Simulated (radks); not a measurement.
Initial-state core-level shifts of the iron ion Fe3+ when its valence configuration changes from [Ar] 3d5. Method: scalar-relativistic Kohn-Sham, r2SCAN, spin-polarised, spherical densities, finite nucleus; open shells are filled with parallel spins first; meta-GGA in the generalised Kohn-Sham scheme; Fermi nuclear charge, rms radius 3.7377 fm; computed with a radial shooting solver on a logarithmic mesh with Libxc functionals. Shifts are changes of the shell-averaged eigenvalues in eV (positive: less bound); the change of the density at the nucleus, which sets a Mossbauer isomer shift, is in e/bohr^3, on a base of 1.519e+04.

valence	1s	2s	2p	3s	density at nucleus
3d3 4s2	-20.565	-23.047	-22.917	-18.147	+35.963
3d4.5 4p0.5	-5.402	-5.966	-5.932	-4.971	+1.755
3d4 4p1	-10.949	-12.112	-12.044	-9.973	+3.672
3d4 4s1	-9.745	-10.951	-10.882	-8.779	+17.217
3d4.5 4s0.5	-4.797	-5.387	-5.352	-4.364	+8.306
3d3 4s1 4p1	-21.383	-23.898	-23.763	-18.964	+22.572
3d2 4s2 4p1	-33.151	-37.082	-36.894	-28.682	+44.042
3d3 4p2	-22.547	-25.034	-24.899	-20.101	+8.037
3d3.5 4s1.5	-15.089	-16.908	-16.807	-13.459	+25.986
